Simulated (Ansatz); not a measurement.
System: C2H7Si (charge -1, singlet). It need not be the lowest isomer of its formula. Whether it binds its extra electron was not tested at this geometry. 
Geometry from a B3LYP-D3(BJ)/def2-TZVP (Ansatz, a program for electronic structure) optimisation:
```xyz
10

C     -1.6923    -0.5338     0.2343
C     -0.4956     0.3430     0.5203
Si     1.0646     0.1464    -0.2960
H     -2.3363    -0.2397    -0.6245
H     -2.3796    -0.6068     1.0952
H     -1.3808    -1.5659     0.0164
H     -0.7362     1.3505     0.8653
H      1.5742    -1.2815    -0.2690
H      2.1423     1.0005     0.3253
H      1.3398     0.4381    -1.7925
```
Charge -1, spin multiplicity 1.

Basis-set convergence of Hartree-Fock and CCSD correlation energies (hartree) with Ansatz. Valence correlation only, unless marked. No spin-orbit coupling. Non-relativistic. This anion needs diffuse functions, which these sets lack.

```tsv
basis	functions	E(HF)	E(corr, CCSD)
cc-pV(D+d)Z	86	-368.67019	-0.46249
cc-pV(T+d)Z	197	-368.71052	-0.54976
cc-pV(Q+d)Z	384	…	…
```

Q: Fill in the missing entries.

A: 
- cc-pV(Q+d)Z, E(HF): -368.72151
- cc-pV(Q+d)Z, E(corr, CCSD): -0.57625
